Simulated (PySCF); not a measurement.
H₈N₂OSi₂, SMILES N[SiH2]O[SiH2]N. Geometry: PBE-D3(BJ)/def2-SVP. Other conformers were not sampled.

Computed equilibrium geometry at PBE-D3(BJ)/def2-SVP (PySCF confirms it by a frequency run) as bond lengths and angles, and its point group (one conformer of several):
point group C2.
Atoms: Si1 N2 O3 Si4 N5 H6 H7 H8 H9 H10 H11 H12 H13. Bonds (Å): Si1–N2 1.736, Si1–O3 1.684, Si1–H6 1.502, Si1–H7 1.497, N2–H8 1.022, N2–H9 1.022, O3–Si4 1.684, Si4–N5 1.736, Si4–H10 1.502, Si4–H11 1.497, N5–H12 1.022, N5–H13 1.022. Bond angles (°): N2–Si1–O3 115.8, N2–Si1–H6 106.0, N2–Si1–H7 108.1, O3–Si1–H6 109.1, O3–Si1–H7 105.8, H6–Si1–H7 112.2, Si1–N2–H8 121.0, Si1–N2–H9 120.4, H8–N2–H9 111.1, Si1–O3–Si4 132.3, O3–Si4–N5 115.8, O3–Si4–H10 109.1, O3–Si4–H11 105.8, N5–Si4–H10 106.0, N5–Si4–H11 108.1, H10–Si4–H11 112.2, Si4–N5–H12 120.4, Si4–N5–H13 121.0, H12–N5–H13 111.1.
